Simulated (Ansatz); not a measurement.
VSCl₃, relaxed as a singlet with RKS PBE0-D4/def2-SVP in Ansatz, starting from the GFN2-xTB geometry. Force threshold 0.02 eV/Å.

The restricted singlet is unstable towards broken spin symmetry at other levels; at PBE0-D4/def2-SVP this wasn't settled.

Start:

Cartesian coordinates in Å:
```
V -0.041 -0.009 0.020
S 1.749 0.360 -0.873
Cl -0.022 -1.918 0.638
Cl -1.472 0.306 -1.351
Cl -0.214 1.261 1.565
```

Q: Estimate the energy that the relaxation releases and the steps that it takes.

A: 44.8 kJ/mol, in 4 steps; 10 s on 4 threads of Arm Neoverse V2 on a shared host. No frequencies were taken in this run, so the end may be a saddle point.

Q: Does the start keep its bonding and symmetry?

A: By distances, no bond broke or formed. The bond that changes most is V1–Cl5, from 2.01 to 2.12 Å (atoms count from 1). Point group C3v at the start, C3v at the end, both within 0.05 Å.

Q: Predict the relaxed structure.

A: 
Cartesian coordinates in Å:
```
V 0.005 0.001 -0.003
S 1.736 0.358 -0.866
Cl -0.005 -2.012 0.661
Cl -1.529 0.324 -1.428
Cl -0.207 1.328 1.636
```
Bond lengths: 3 × Cl–V 2.12 Å; 1 × S–V 1.97 Å.
